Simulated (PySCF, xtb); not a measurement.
C₂H₁₀Si₄, SMILES [SiH3][SiH2][Si@@H]1C=C[SiH2]1.

GFN2-xTB (xtb 6.7.1) at its own geometry gives an orbital gap of 3.01 eV and a dipole moment of 0.55 D.

Geometry optimised at B3LYP-D3(BJ)/def2-SVP. The structure was generated by enumeration; whether it is a known compound was not checked. The values are those of a single conformer.

Q: What does PBE/def2-TZVP run with PySCF give? (Estimate from the structure and the level; the computed values follow.)

A: gap 4.46 eV (levels -6.37 and -1.91 eV), dipole 0.81 D.
